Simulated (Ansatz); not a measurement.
CH2BrClOSi, SMILES `ClC1(Br)O[SiH2]1`, relaxed with RKS PBE-D4/def2-SVP in Ansatz 0.2.0 from a rough embedded geometry. The force threshold is 0.03 eV/Å; the program also tests the step.

The species carries charge 0 and has multiplicity 1.

Start:

```xyz
7

Cl    1.853   -0.310    1.404
C     0.502    0.452    0.562
Br    0.654    2.338    0.254
O    -0.868   -0.072    0.864
Si   -0.428   -0.514   -0.708
H    -0.345   -2.025   -0.739
H    -1.368    0.131   -1.638
```

| step | energy (eV) | largest force (eV/Å) | largest move (Å) |
| --- | --- | --- | --- |
| 1 | -93521.8067 | 2.495 | 0.000 |
| 2 | -93522.0381 | 1.786 | 0.155 |
| 3 | -93522.1183 | 1.121 | 0.073 |
| 4 | -93522.1521 | 0.448 | 0.032 |
| 5 | -93522.1583 | 0.336 | 0.042 |
| 6 | -93522.1624 | 0.119 | 0.043 |
| 7 | -93522.1645 | 0.024 | 0.029 |

End:

```xyz
7

Cl    1.850   -0.268    1.431
C     0.484    0.417    0.509
Br    0.670    2.366    0.326
O    -0.775    0.007    0.948
Si   -0.516   -0.568   -0.688
H    -0.354   -2.047   -0.801
H    -1.360    0.092   -1.725
```

It took 8 s on 4 threads of a server CPU on a shared host, with 0.2 GiB of host memory at the peak.
